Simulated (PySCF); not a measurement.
C₂H₅BF₂O, SMILES C(B(CO)F)F. Geometry: r2SCAN-D4/def2-SVP. The structure was generated by enumeration, and PubChem lists no compound with its InChIKey, so it may never have been made. Other conformers were not sampled.

Method: r2SCAN-D4/def2-SVP in PySCF.

Harmonic wavenumbers (cm⁻¹): 99, 105, 131, 194, 235, 323, 422, 532, 604, 724, 917, 1058, 1085, 1139, 1198, 1236, 1261, 1328, 1386, 1401, 1427, 1440, 2909, 3002, 3044, 3052, 3823. Rotational constants (GHz): 5.331, 2.224, 1.603; symmetry number 1.

Question: Work out the zero-point energy and the ideal-gas rigid-rotor harmonic-oscillator thermochemistry at 298.15 K and 1 atm.

Answer: ZPE = ½ Σ hcν = ½ × 34074 cm⁻¹ = 48.71 kcal/mol. H − E(el) = 53.95 kcal/mol. Entropy in cal/(mol K): translation 39.53, rotation 27.23, vibration 17.81, total 84.57. G − E(el) = 28.74 kcal/mol. Cp = 25.88 cal/(mol K). Modes under 150 cm⁻¹ make the vibrational entropy uncertain.
